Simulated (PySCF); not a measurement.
C7H13NP (charge +1).
Structure used (GFN2-xTB), in Å, numbered top down from 1:
```
atom  x, y, z in Å
C1    -2.9311    0.3095    0.4230
N2    -1.6449   -0.2565    0.8283
P3    -0.3234   -0.3094   -0.1668
C4    -0.8455   -1.1480   -1.6823
C5     0.4491    1.2579   -0.5680
C6     1.6997    1.5281   -0.2012
C7     2.6268    0.6284    0.5337
C8     2.1251   -0.7064    0.9543
C9     0.9173   -1.2186    0.7258
H10   -2.9522    1.3991    0.4821
H11   -3.1566    0.0038   -0.5957
H12   -3.7021   -0.0892    1.0803
H13   -1.4174   -0.0351    1.7928
H14   -1.4604   -0.4887   -2.2938
H15   -1.4081   -2.0436   -1.4207
H16    0.0411   -1.4229   -2.2519
H17   -0.1475    1.9799   -1.1097
H18    2.1231    2.4919   -0.4560
H19    2.9902    1.1567    1.4242
H20    3.5239    0.4821   -0.0810
H21    2.8463   -1.2969    1.5064
H22    0.6366   -2.2028    1.0754
```

Computed at PBE0/pcSseg-1 (PySCF, non-relativistic), with Q(14N) = 0.02044 b: N2, 14N (I = 1): χzz = -5.136 MHz, η = 0.130.

(1) Find the zero-field quadrupole resonance frequencies of 14N at N2.

Results:

(1) From ν± = (3/4)|χ|(1 ± η/3) and ν0 = |χ|η/2: ν+ 4.019 MHz, ν− 3.685 MHz, ν0 0.334 MHz (nitrogen bonded to C, P and H).

In a crystal, neighbours and librations shift these lines. The structure is a single GFN2-xTB conformer in the gas phase; no vibrational or solvent corrections. GFN2-xTB bond lengths can be off by several hundredths of an ångström, more for odd bonds, and the gradients follow them. A larger basis could move these couplings by a tenth or more.

These values come from a run that also computed NMR shieldings. Time: 51 s. Hardware: Arm Neoverse V1, one thread, no GPU, shared host.
